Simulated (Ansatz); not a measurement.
Si2Mo5⁻, relaxed as a doublet with UKS PBE-D4/def2-SVPD in Ansatz, starting from the GFN1-xTB geometry. Force threshold 0.02 eV/Å.

In the def2 sets Mo takes a core potential; there is no spin–orbit coupling. The highest occupied level of the charge -1 doublet lies above zero (up to 0.12 eV). The electron is either unbound and held by the finite basis, or the level is raised by self-interaction error. Another isomer (doublet) lies 0.17 eV lower at PBE0-D4/def2-TZVPD; other spin states weren't run for this one.

Start:

```xyz
7

Mo    0.462    0.561    0.426
Mo   -1.420    1.719    1.710
Mo   -0.379   -1.455   -1.132
Mo   -2.014   -0.430    0.556
Mo    1.040    0.359   -2.091
Si    1.724   -1.983   -2.462
Si    0.586    1.229    2.993
```

Problem. Estimate the energy that the relaxation releases and the steps that it takes.

Solution. 399.8 kJ/mol, in 17 steps; 4.3 min on 4 threads of Arm Neoverse V2 on a shared host. No frequencies were taken in this run, so the end may be a saddle point.

Problem. Does the start keep its bonding?

Solution. Bonds formed: Mo1–Si6, Mo2–Mo5, Mo4–Mo5, Mo4–Si7 (atoms count from 1).

Problem. Predict the relaxed structure.

Solution. 
```xyz
7

Mo    1.0965    0.1930    0.4188
Mo   -0.4274    1.8991    0.6293
Mo   -0.3591   -1.6603   -0.6767
Mo   -1.6807    0.0426    0.6820
Mo   -0.3141    0.1678   -1.8386
Si    1.8564   -0.9078   -1.8542
Si   -0.1716    0.2657    2.6393
```
Bond lengths (bridged metal pairs left out): 9 × Mo–Mo 2.17 to 3.02 Å; 6 × Mo–Si 2.42 to 2.64 Å.
